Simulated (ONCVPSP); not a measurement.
Pseudopotential generation for Pt (Z = 78): ONCV, PBE, fully relativistic.

```
Element                 : Pt
Generator               : ONCVPSP 4.0.1
Type                    : optimised norm-conserving Vanderbilt (ONCV)
Functional              : PBE
Relativity              : fully relativistic
Frozen core             : [Kr] 4d10
Valence charge          : 32
Reference configuration : 4f14 5s2 5p6 5d9 6s1
Partial waves           : 5s+6s: rc 1.40 bohr, ncon 3, nbas 7, qcut 9.3 1/bohr, 2 projectors; 5p: rc 1.90 bohr, ncon 3, nbas 7, qcut 9.3 1/bohr, 1 projector; 5d: rc 2.05 bohr, ncon 5, nbas 10, qcut 8.2 1/bohr, 3 projectors, debl 1 Ha; 4f: rc 0.50 bohr, ncon 5, nbas 9, qcut 23.1 1/bohr, 2 projectors, debl 2 Ha
Local potential         : polynomial inside 0.35 bohr (lpopt 5, dvloc0 0 Ha)
Core correction         : Teter function, fcfact 2.25, rcfact 1.6
```

Open shells are filled in proportion to 2j + 1.

In the f channel the program set the typed energies aside and used -2.512, 0.250 Ha (j = l + 1/2; the other j can differ).

Poles of the logarithmic derivatives, all-electron (AE) and pseudo (PS). s: poles at -2.8 (AE) and -2.8 (PS) Ha. p3/2: poles at -1.6 (AE) and -1.6, 0.5 (PS) Ha. p1/2: poles at -2.3, 4.4 (AE) and -2.3, 1.6 (PS) Ha. d5/2: poles at 0.4 (AE) and 0.4 (PS) Ha. d3/2: poles at 0.3 (AE) and 0.3 (PS) Ha. f7/2: poles at no energy (AE) and no energy (PS) Ha. f5/2: poles at no energy (AE) and no energy (PS) Ha. Test radii: s 1.42, p3/2 1.93, p1/2 1.93, d5/2 2.08, d3/2 2.08, f7/2 0.51, f5/2 0.51 bohr.

- Cutoffs needed: 1348 Ha and 1463 Ha (the cutoffs (Ha) at which the residual kinetic energy of the hardest occupied pseudo-wave falls to 1 and 0.1 mHa per electron)
- Ghost test: ghosts flagged at negative energy: s at -3143.7 eV, s at -349.1 eV, p3/2 at -1618.0 eV, d5/2 at -371.7 eV, p1/2 at -1517.8 eV and 1 more; GHOST(+) flagged for p3/2 at 9.3 eV; a true bound ghost makes a file unfit for plane-wave use
- Configuration tests: 1 of 4 tests not solved or not reliable
- rms error of d²Exc/dni dnj: 7.60 mHa without and 4.63 mHa with the model core
